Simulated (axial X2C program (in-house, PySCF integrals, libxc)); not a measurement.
## Photoelectron levels of KI by EOM-IP-CCSD

Calculated with an axial X2C code built on PySCF integrals: two-component X2C with atomic mean-field Coulomb and Gaunt terms, Gaussian nuclei, basis I dyall-cv3z, K dyall-cv3z with contracted cores.

R = 3.057 Å (near the PBE0 minimum at charge 0 of the determinant lowest at the starting distance; the state shown can have its own minimum elsewhere).

Hartree–Fock spinors of KI (one of each Kramers pair; a window near the gap, which can cut inner shells):

```csv
ω,occupied,ε (eV),character
1/2,yes,-26.37,99% K p
3/2,yes,-26.37,100% K p
1/2,yes,-21.02,"86% I s, 7% K p, 5% K d"
1/2,yes,-8.71,"92% I p, 3% K d, 3% K p"
1/2,yes,-7.69,"90% I p, 3% K d, 3% K p"
3/2,yes,-7.48,"93% I p, 4% K d, 3% K p"
1/2,no,-0.46,"69% K s, 30% K p"
1/2,no,0.37,"97% K p, 2% K d"
3/2,no,0.38,"97% K p, 3% K d"
1/2,no,0.62,"56% K p, 43% K s"
1/2,no,0.99,"51% K s, 41% K p, 7% K d"
1/2,no,1.35,"91% K p, 9% K d"
```

Vertical ionisation energies of KI to the states of KI⁺:

```json
{"Ω of KI⁺": "3/2", "vertical IE (eV)": "7.390", "above lowest (cm⁻¹)": "0", "ionised spinor": "93% I pπ", "one-hole weight": "0.95"}
{"Ω of KI⁺": "1/2", "vertical IE (eV)": "7.575", "above lowest (cm⁻¹)": "1485", "ionised spinor": "46% I pπ, 44% I pσ", "one-hole weight": "0.95"}
{"Ω of KI⁺": "1/2", "vertical IE (eV)": "8.436", "above lowest (cm⁻¹)": "8435", "ionised spinor": "48% I pπ, 45% I pσ", "one-hole weight": "0.95"}
{"Ω of KI⁺": "1/2", "vertical IE (eV)": "17.494", "above lowest (cm⁻¹)": "81489", "ionised spinor": "86% I sσ, 6% K pσ", "one-hole weight": "0.70"}
```

(1) How far does the lowest EOM-IP-CCSD energy lie from the Koopmans value −ε of the highest filled spinor?

(2) What is the splitting of the first π pair in the table, and is it regular or inverted?

This point took 11 s on 1 thread of Arm Neoverse V2 (shared host).

Reference electrons by ω block (each with its −ω partner): 1/2: 24, 3/2: 10, 5/2: 2. 16 electrons of KI correlated (inner shells frozen), 88 natural virtual spinors (a truncated set); levels can be off by some tenths of an eV. Roots sought by Ω: (1/2: 4, 3/2: 3, 5/2: 1); rows need 60 % one-particle weight and stop where some Ω has no more roots. Missing are any skipped roots, higher Ω and states of a further excitation; these come out far too high here and may in truth be low or lowest. T1 of the reference 0.004 (Lee–Taylor). Number of frozen shells: I 4 s, 3 p, 2 d; K 2 s, 1 p.

Results:

(1) 7.390 eV against 7.48 eV, a shift of -0.09 eV: relaxation of the final state lowers the energy and the loss of correlation raises it.

(2) E(3/2) − E(1/2) = 0 − 1485 = -1485 cm⁻¹ at EOM-IP-CCSD: inverted, Ω = 3/2 lower. Splittings at this level can be off by ten to twenty per cent.
